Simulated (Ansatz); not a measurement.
Born–Oppenheimer molecular dynamics of C4H9NSi (15 atoms, charge 0, multiplicity 1). It starts from a relaxed structure.

The calculation used RKS PBE0/STO-3G in Ansatz.

```
ensemble                      : NVE (velocity Verlet)
time step                     : 0.25 fs
steps asked                   : 250
starting velocities drawn for : 400 K
seed                          : 523496
```

First frame:

```xyz
15
Properties=species:S:1:pos:R:3
C 0.028 -2.157 0.338
C -0.408 -0.901 0.491
C 0.183 0.290 -0.200
Si 1.635 0.047 -1.376
N -0.221 1.542 -0.071
C -1.391 1.769 0.870
H 0.867 -2.409 -0.318
H -0.437 -2.996 0.864
H -1.254 -0.719 1.164
H 2.750 -0.544 -0.673
H 1.258 -0.836 -2.455
H 2.026 1.326 -1.913
H -2.297 1.242 0.529
H -1.161 1.447 1.898
H -1.602 2.849 0.882
```

Question: How far do the bonds stretch over the last three quarters of this one trajectory? (Pairs bonded in most of those frames.)

Answer: 
| bond | mean (Å) | spread (Å) | shortest | longest |
| --- | --- | --- | --- | --- |
| C1–C2 | 1.339 | 0.011 | 1.32 | 1.36 |
| C1–H7 | 1.094 | 0.007 | 1.08 | 1.10 |
| C1–H8 | 1.095 | 0.003 | 1.09 | 1.10 |
| C2–C3 | 1.505 | 0.025 | 1.46 | 1.54 |
| C2–H9 | 1.100 | 0.041 | 1.04 | 1.16 |
| C3–Si4 | 1.888 | 0.023 | 1.85 | 1.93 |
| C3–N5 | 1.323 | 0.023 | 1.29 | 1.36 |
| Si4–H10 | 1.449 | 0.054 | 1.37 | 1.53 |
| Si4–H11 | 1.443 | 0.015 | 1.42 | 1.46 |
| Si4–H12 | 1.444 | 0.026 | 1.41 | 1.48 |
| N5–C6 | 1.517 | 0.014 | 1.49 | 1.54 |
| C6–H13 | 1.101 | 0.006 | 1.09 | 1.11 |
| C6–H14 | 1.104 | 0.016 | 1.08 | 1.13 |
| C6–H15 | 1.102 | 0.008 | 1.09 | 1.12 |

Mean temperature of the second half: 195 K. The conserved energy stayed within 0.073 meV per atom of its start (net change 0.014 meV per atom), so the integration is sound. The temperature averaged 0.49 of the 400 K drawn at the start: a run that starts near a minimum puts about half its kinetic energy into the potential. A run of 0.062 ps of so small a system gives no equilibrium averages. Limits of this set-up: minimal basis.

The run took 17 min on 1 thread of Arm Neoverse N1, with other jobs on the host, peak memory 0.1 GiB.
